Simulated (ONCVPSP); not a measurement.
# An all-electron radial function and its pseudo partner (molybdenum (Mo))

Columns: radius, all-electron u(r) and pseudo u(r) of the 4d shell (level -3.16 eV) of molybdenum in the configuration [Ar] 3d10 4s2 4p6 4d5.5 5s0.5; LDA (Perdew-Wang 92), scalar-relativistic, ONCV scheme, ONCVPSP 4.0.1.

| r (bohr) | all-electron | pseudo |
| --- | --- | --- |
| 0.120 | -0.1645 | 0.0027 |
| 0.240 | -0.3294 | 0.0202 |
| 0.360 | -0.2693 | 0.0637 |
| 0.480 | -0.0842 | 0.1368 |
| 0.600 | 0.1287 | 0.2357 |
| 0.720 | 0.3202 | 0.3501 |
| 0.840 | 0.4721 | 0.4663 |
| 0.960 | 0.5820 | 0.5709 |
| 1.080 | 0.6545 | 0.6535 |
| 1.200 | 0.6969 | 0.7090 |
| 1.320 | 0.7163 | 0.7373 |
| 1.440 | 0.7189 | 0.7423 |
| 1.560 | 0.7097 | 0.7302 |
| 1.680 | 0.6924 | 0.7073 |
| 1.800 | 0.6698 | 0.6788 |
| 1.920 | 0.6438 | 0.6483 |
| 2.040 | 0.6160 | 0.6177 |
| 2.160 | 0.5874 | 0.5878 |
| 2.280 | 0.5587 | 0.5587 |
| 2.400 | 0.5303 | 0.5303 |
| 2.520 | 0.5026 | 0.5026 |
| 2.640 | 0.4759 | 0.4759 |
| 2.760 | 0.4501 | 0.4501 |
| 2.880 | 0.4255 | 0.4255 |
| 3.000 | 0.4021 | 0.4021 |
| 3.120 | 0.3797 | 0.3797 |

Q: How many radial nodes do the two functions have?

A: The all-electron 4d function has n − l − 1 = 1; the pseudo-wave has 0, since the states of the same l below it are removed with the core.

Q: At about which radius was the pseudo-wave matched?

A: 2.40 bohr. The columns agree to 0.0005 from 2.16 bohr on; several derivatives are matched, so the curves merge somewhat inside the radius.

Q: Is the pseudo-wave norm-conserving?

A: Yes: the ONCV scheme keeps the norm inside the radius equal to the all-electron one, which fixes the energy derivative of the logarithmic derivative at the level.
